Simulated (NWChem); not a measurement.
# Correlation energy of H3AlO3

```
Al
O 1 1.6955
H 2 0.9581 1 123.56
O 1 1.6955 2 120.00 3 180.00
H 4 0.9581 1 123.55 2 0.00
O 1 1.6956 2 120.01 3 0.00
H 6 0.9581 1 123.54 2 180.00
```
Charge 0, spin multiplicity 1.

The numbers come from NWChem runs, not from measurements. Structure: optimised with PBE0/def2-SVP, a minimum by its harmonic frequencies. It is one conformer; others weren't searched.

Basis set: def2-SVP. Each correlation energy counts from its own Hartree-Fock reference.

The correlated methods keep 8 core orbitals frozen. The structure started from a generated list of species. Coupled-cluster values serve here as a point of comparison, not as the truth.

| method | correlation energy (mHa) |
|---|---|
| CCSD(T) | -651.2 |
| CCSD | -639.4 |
| SCS-MP2 | ? |
| MP2 | ? |
| CR-CCSD[T] | -649.4 |
| CCSD+T(CCSD) | -652.2 |
| CR-CCSD(T) | -648.6 |

Some entries are withheld; supply them.


- SCS-MP2, correlation energy (mHa): -604.8
- MP2, correlation energy (mHa): -623.4
